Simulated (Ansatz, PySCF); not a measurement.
C5H5F, SMILES FC1C=CC=C1.

Geometry: B3LYP-D3(BJ)/def2-SVP. Other conformers were not sampled.

Vertical ionisation energy (IE) and electron affinity (EA) in eV. Rows of orbital energies are one-electron estimates. Where ΔSCF, EOM or ADC give a negative EA the extra electron is unbound and the value depends on the basis.

```csv
level,IE,EA
"−ε(HOMO), −ε(LUMO), PBE0/def2-TZVP (PySCF)",6.73,1.36
"−ε(HOMO), −ε(LUMO), PBE/def2-TZVP (PySCF)",5.69,2.32
"ΔSCF, PBE0/def2-SVPD (Ansatz), final states of multiplicity 2 and 2",8.90,-0.48
"ΔSCF, PBE/def2-SVPD (Ansatz), final states of multiplicity 2 and 2",8.89,-0.40
```

Task: What vertical singlet–triplet gap does ΔSCF give with PBE0/def2-SVPD (Ansatz, an electronic-structure program) and with PBE/def2-SVPD (Ansatz)? (An estimate is asked for; the answer gives what the named calculation found.)

Result: 2.75 and 2.76 eV (triplet above singlet where positive).
